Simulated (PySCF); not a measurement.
PySCF input file for W(OMe)(H)5 (CH₈OW), SMILES C[O][WH5], multiplicity 1, IEF-PCM-PBE0/def2-SVP. Geometry optimised at B3LYP-D3(BJ)/def2-SVP. The spin state was assumed, not searched. The structure was generated by enumeration; whether it is a known compound was not checked. The def2 effective core potentials stand for the cores of W; spin–orbit coupling is left out.

```python
import numpy as np
from pyscf import gto, scf, dft
from pyscf.solvent import pcm

mol = gto.M(
    atom='''
    W    -0.01729689    0.42792762   -0.00000000
    O    -0.39718793   -1.39833398    0.00000001
    C     0.17288264   -2.68801865   -0.00000000
    H    -0.15928928   -3.23607646   -0.89632912
    H    -0.15928926   -3.23607645    0.89632912
    H     1.27315861   -2.62706198   -0.00000001
    H     1.10029931    1.28502281   -0.94246661
    H     1.56400974   -0.09357496   -0.00000002
    H    -0.64950541    1.13544193   -1.42579039
    H     1.10029934    1.28502281    0.94246660
    H    -0.64950537    1.13544193    1.42579040
    ''',
    basis='def2-SVP',
    ecp={'W': 'def2-svp'},
    charge=0,
    spin=0,
    max_memory=1600,
    verbose=3,
)
mf = dft.RKS(mol, xc='pbe0').density_fit(auxbasis='def2-universal-jkfit')
mf.grids.level = 3
mf.conv_tol = 1e-9
mf.max_cycle = 100
mf.kernel()
res = {}
for name, eps in {'water': 78.355, 'chlorobenzene': 5.6968, 'tetrahydrofuran': 7.4257}.items():
    s = mf.PCM()
    s.with_solvent.method, s.with_solvent.eps, s.with_solvent.lebedev_order = 'IEF-PCM', eps, 29
    s.kernel(mf.make_rdm1())
    res[name] = (s.e_tot, eps, s.dip_moment(), s.mo_energy, s.converged)
    print(f'{name}: electrostatic solvation free energy {(s.e_tot - mf.e_tot) * 627.509474:.3f} kcal/mol')
```

Output:

```
converged SCF energy = -184.921785533198

WARN: PCM is an experimental feature. It is still in testing.
Features and APIs may be changed in the future.

converged SCF energy = -184.927531159598
Dipole moment(X, Y, Z, Debye): -1.12980, -3.39538,  0.00000
water: electrostatic solvation free energy -3.605 kcal/mol

WARN: PCM is an experimental feature. It is still in testing.
Features and APIs may be changed in the future.

converged SCF energy = -184.926083528588
Dipole moment(X, Y, Z, Debye): -0.99697, -3.21886,  0.00000
chlorobenzene: electrostatic solvation free energy -2.697 kcal/mol

WARN: PCM is an experimental feature. It is still in testing.
Features and APIs may be changed in the future.

converged SCF energy = -184.926416132711
Dipole moment(X, Y, Z, Debye): -1.02575, -3.25966,  0.00000
tetrahydrofuran: electrostatic solvation free energy -2.906 kcal/mol
```

Self-consistency was reached.
